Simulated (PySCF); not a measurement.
# How methods differ on the excitation energy of B²⁺

B²⁺ [He] 2s1 (2S) → B²⁺ [He] 2p1 (2P), as a difference of total energies. Computed with PySCF 2.14 in aug-cc-pVTZ with one added diffuse shell each of s, p, d, f type (6s5p4d3f, 62 functions), with the non-relativistic Hamiltonian (point nucleus). The calculations carry no spin-orbit coupling.

```tsv
method	excitation energy (cm⁻¹)
UHF	48969
LDA	43349
PBE	42922
wB97M-V	45583
M06-2X	46671
wB97X	43241
```

Problem. Estimate what r2SCAN gives.

Solution. 43497 cm⁻¹, closest to LDA among the rows shown.

Problem. Estimate what PBE0 gives.

Solution. 44440 cm⁻¹, closest to LDA among the rows shown.
